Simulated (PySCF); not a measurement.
The vertical singlet excitations below were computed for one of the candidates. Method used: TDDFT PBE0/def2-SVPD, vertical, gas phase, core orbitals frozen in the response (PySCF). Geometries: GFN2-xTB, one conformer each.

```json
{"state": "S1", "E (eV)": "6.26", "λ (nm)": "198.0", "f": "0.016"}
{"state": "S2", "E (eV)": "6.91", "λ (nm)": "179.5", "f": "0.197"}
{"state": "S3", "E (eV)": "7.07", "λ (nm)": "175.4", "f": "0.0081"}
{"state": "S4", "E (eV)": "7.23", "λ (nm)": "171.5", "f": "0.0023"}
{"state": "S5", "E (eV)": "7.25", "λ (nm)": "171.0", "f": "0.0046"}
{"state": "S6", "E (eV)": "7.32", "λ (nm)": "169.5", "f": "0.0010"}
```

Triplets computed (Tamm–Dancoff): 4.36, 6.22 eV.

Question: Which candidate is it? All have the formula C7H11Cl.
A. `Cl[C@@H]1[C@H]2CCCC[C@@H]12`
B. `CC1=CC[C@H](Cl)CC1`
C. `C=CC/C(=C\Cl)CC`

Answer: B. Its S1 lies at 6.26 eV; the nearest of the others has S1 at 6.53 eV. S1 is HOMO→LUMO (73%), HOMO→LUMO+1 (25%). Löwdin shares by element: HOMO carbon 78% or more (atoms not listed hold the other 22%); LUMO carbon 39% or more, chlorine 11% (atoms not listed hold the other 50%). At the same level the other candidates give, for their lowest levels:
- `Cl[C@@H]1[C@H]2CCCC[C@@H]12`: 6.53 eV (f 0.002); 6.95 eV (f 0.004); 7.27 eV (f 0.008); 7.44 eV (f 0.006); 7.64 eV (f 0.015); T1 5.98 eV; HOMO -7.45, LUMO 0.47 eV
- `C=CC/C(=C\Cl)CC`: 5.94 eV (f 0.199); 6.44 eV (f 0.083); 6.47 eV (f 0.022); 6.69 eV (f 0.007); 6.89 eV (f 0.151); T1 4.07 eV; HOMO -6.99, LUMO -0.30 eV

Without π bonds the low states may be Rydberg-like; a valence basis with one diffuse set may place them up to an eV too high.
